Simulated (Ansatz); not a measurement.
Ansatz results at the PBE0-D4/def2-TZVP geometry: size of the dipole moment (PBE/def2-TZVPP) 1.19 D; LUMO energy (PBE0/def2-TZVPP) -1.32 eV; HOMO energy (PBE/def2-TZVPP) -6.38 eV.

Each molecule was computed in one conformer, which needn't be the lowest.

**Question.** Which molecule gave them?
A. `B[Se]C(C)O`
B. `N[Si](F)([SiH3])S`
C. `COB(C)[SeH]`
D. `CN1CSC1O`

**Answer.** A. The others give `N[Si](F)([SiH3])S`: 2.60, -0.13, -6.28; `COB(C)[SeH]`: 0.49, 0.26, -5.98; `CN1CSC1O`: 2.24, -0.06, -5.43.
